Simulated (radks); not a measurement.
The numbers below are computed, except where a source is named.
Coulomb parameter of the 5d shell of the platinum ion Pt2+ in the model configuration [Xe] 4f14 5d7 6p1, as a second difference U = [E(n + 1) + E(n - 1) - 2 E(n)] / (1)^2 with all orbitals relaxed. "Bare": the charge of the atom changes with n. "Screened": the 6p shell takes up the change at fixed total charge, which measures U(5d,5d) + U(6p,6p) - 2 U(5d,6p). Level of theory: Dirac Kohn-Sham, PBE, spin-unpolarised, spherical densities, finite nucleus; open shells are shared between the two j in proportion to 2j + 1; Fermi nuclear charge, rms radius 5.427 fm (a radial shooting solver on a logarithmic mesh with Libxc functionals).

case             configuration  E - E(n) (eV)
start        [Xe] 4f14 5d7 6p1          0.000
bare +1      [Xe] 4f14 5d8 6p1        -23.832
bare -1      [Xe] 4f14 5d6 6p1         36.270
screened +1      [Xe] 4f14 5d8        -12.538
screened -1  [Xe] 4f14 5d6 6p2         14.866

U(bare) = 12.437 eV, U(screened by 6p) = 2.328 eV.
